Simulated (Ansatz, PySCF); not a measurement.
System: H2Be, singlet: symmetric bend, bond length relaxed. Scanned: H-Be-H angle. Other coordinates (Be-H bond length) were minimised at B3LYP/def2-TZVP.

Computed with: PBE/def2-TZVP (PySCF); PBE0/def2-TZVP (PySCF); CCSD(T)/aug-cc-pVQZ = CCSD(T) on RHF/aug-cc-pVQZ, frozen core (Ansatz, an electronic-structure program).

Energies relative to the lowest point of each profile, in kcal/mol; the last columns give the difference from CCSD(T):

```json
[
 {"a / °": "180", "PBE": "0.0", "PBE0": "0.0", "CCSD(T)/aug-cc-pVQZ": "0.0", "PBE − CCSD(T)/aug-cc-pVQZ": "0.0", "PBE0 − CCSD(T)/aug-cc-pVQZ": "0.0"},
 {"a / °": "167", "PBE": "0.8", "PBE0": "0.8", "CCSD(T)/aug-cc-pVQZ": "0.8", "PBE − CCSD(T)/aug-cc-pVQZ": "0.0", "PBE0 − CCSD(T)/aug-cc-pVQZ": "0.0"},
 {"a / °": "157", "PBE": "2.5", "PBE0": "2.6", "CCSD(T)/aug-cc-pVQZ": "2.6", "PBE − CCSD(T)/aug-cc-pVQZ": "0.0", "PBE0 − CCSD(T)/aug-cc-pVQZ": "0.0"},
 {"a / °": "147", "PBE": "5.2", "PBE0": "5.3", "CCSD(T)/aug-cc-pVQZ": "5.3", "PBE − CCSD(T)/aug-cc-pVQZ": "-0.1", "PBE0 − CCSD(T)/aug-cc-pVQZ": "0.0"},
 {"a / °": "137", "PBE": "8.9", "PBE0": "9.1", "CCSD(T)/aug-cc-pVQZ": "9.2", "PBE − CCSD(T)/aug-cc-pVQZ": "-0.2", "PBE0 − CCSD(T)/aug-cc-pVQZ": "-0.1"},
 {"a / °": "127", "PBE": "13.7", "PBE0": "14.0", "CCSD(T)/aug-cc-pVQZ": "14.2", "PBE − CCSD(T)/aug-cc-pVQZ": "-0.4", "PBE0 − CCSD(T)/aug-cc-pVQZ": "-0.1"},
 {"a / °": "117", "PBE": "19.7", "PBE0": "20.2", "CCSD(T)/aug-cc-pVQZ": "20.4", "PBE − CCSD(T)/aug-cc-pVQZ": "-0.7", "PBE0 − CCSD(T)/aug-cc-pVQZ": "-0.2"},
 {"a / °": "107", "PBE": "27.1", "PBE0": "27.7", "CCSD(T)/aug-cc-pVQZ": "28.1", "PBE − CCSD(T)/aug-cc-pVQZ": "-1.0", "PBE0 − CCSD(T)/aug-cc-pVQZ": "-0.4"},
 {"a / °": "97", "PBE": "35.9", "PBE0": "36.8", "CCSD(T)/aug-cc-pVQZ": "37.3", "PBE − CCSD(T)/aug-cc-pVQZ": "-1.4", "PBE0 − CCSD(T)/aug-cc-pVQZ": "-0.5"},
 {"a / °": "87", "PBE": "46.3", "PBE0": "47.6", "CCSD(T)/aug-cc-pVQZ": "48.4", "PBE − CCSD(T)/aug-cc-pVQZ": "-2.0", "PBE0 − CCSD(T)/aug-cc-pVQZ": "-0.8"},
 {"a / °": "77", "PBE": "58.5", "PBE0": "60.2", "CCSD(T)/aug-cc-pVQZ": "61.4", "PBE − CCSD(T)/aug-cc-pVQZ": "-2.8", "PBE0 − CCSD(T)/aug-cc-pVQZ": "-1.2"},
 {"a / °": "67", "PBE": "72.5", "PBE0": "74.7", "CCSD(T)/aug-cc-pVQZ": "76.4", "PBE − CCSD(T)/aug-cc-pVQZ": "-4.0", "PBE0 − CCSD(T)/aug-cc-pVQZ": "-1.7"},
 {"a / °": "60", "PBE": "83.1", "PBE0": "85.8", "CCSD(T)/aug-cc-pVQZ": "88.0", "PBE − CCSD(T)/aug-cc-pVQZ": "-4.9", "PBE0 − CCSD(T)/aug-cc-pVQZ": "-2.1"}
]
```

PBE is furthest from CCSD(T)/aug-cc-pVQZ at 60 (-4.9 kcal/mol, below); its mean absolute difference over the points is 1.4 kcal/mol.

PBE0 is furthest from CCSD(T)/aug-cc-pVQZ at 60 (-2.1 kcal/mol, below); its mean absolute difference over the points is 0.5 kcal/mol.
